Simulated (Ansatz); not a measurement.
`C[S][AlH][GeH3]` + H₂O → `C[S][AlH][OH]` + GeH₄  (formal hydrolysis of the Al–Ge bond)

Gas-phase electronic energies from Ansatz, PBE0-D4/def2-TZVP geometries. CCSD(T)/CBS is the MP2 limit (def2-TZVPP, def2-QZVPP) plus CCSD(T) − MP2 in def2-TZVPP, frozen cores. This one scheme is used for every species. Functionals use def2-TZVPP. B3LYP here is the variant with VWN-RPA as its local correlation; programs differ in this. For Ge outer-core shells are correlated without core-valence functions, which leaves a few kJ/mol of doubt a bond. Scalar relativity is left out up to krypton. Each species was taken in one conformer, which may not be the lowest.

`C[S][AlH][GeH3]`:

```xyz
11

C    -1.434   -0.541    1.376
S    -1.632    1.190    0.850
Al   -0.023    1.528   -0.567
Ge    1.538   -0.304   -1.147
H    -0.980   -0.569    2.365
H    -2.425   -0.991    1.425
H    -0.822   -1.112    0.679
H     0.052    2.995   -1.158
H     2.641   -0.460   -0.081
H     0.839   -1.676   -1.249
H     2.246   -0.060   -2.493
```

H₂O:

```xyz
3

O     0.218    0.121   -0.299
H     0.495   -0.416    0.447
H    -0.713    0.295   -0.149
```

`C[S][AlH][OH]`:

Cartesian coordinates in Å:
```
C 0.959 -1.451 0.357
S -0.668 -0.972 -0.311
Al -0.520 1.191 -0.180
O -1.794 2.181 -0.684
H 1.560 -0.581 0.623
H 0.808 -2.064 1.244
H 1.490 -2.031 -0.397
H 0.786 1.860 0.391
H -2.621 1.867 -1.043
```

GeH₄:

Cartesian coordinates in Å:
```
Ge 0.000 0.000 0.000
H 0.997 -0.800 0.848
H -1.147 -0.918 -0.441
H 0.714 0.558 -1.238
H -0.564 1.160 0.832
```

(1) Is it downhill or uphill in electronic energy at CCSD(T)/CBS, and by how much? (Best estimate.)

(2) What do these levels give: r2SCAN-D4, PBE0-D4, B3LYP-D4, PBE, PBE0, HF/def2-TZVPP, MP2/def2-TZVPP, SCS-MP2/def2-TZVPP, HF/def2-QZVPP, HF/CBS(def2), MP2/CBS(def2), CCSD/CBS(def2)? (An estimate is asked.)

Largest T1 diagnostic among the species: 0.012.

Results:

(1) Computed: Downhill: ΔE = -102.5 kJ/mol.

(2) Ansatz gave: r2SCAN-D4 -107.2, PBE0-D4 -93.3, B3LYP-D4 -107.4, PBE -94.0, PBE0 -96.9, HF/def2-TZVPP -125.8, MP2/def2-TZVPP -111.6, SCS-MP2/def2-TZVPP -115.6, HF/def2-QZVPP -127.5, HF/CBS(def2) -127.8, MP2/CBS(def2) -108.2, CCSD/CBS(def2) -105.0 kJ/mol.

The D4 term adds +6.0 kJ/mol with B3LYP and +3.6 kJ/mol with PBE0; it sums over pairs of atoms, weighted by their polarisabilities, and B3LYP, whose exchange is more repulsive, gets the larger term. In def2-TZVPP, CCSD(T) changes the Hartree–Fock value by +19.9 kJ/mol (the triples alone add +2.5 kJ/mol) and MP2 by +14.2 kJ/mol.
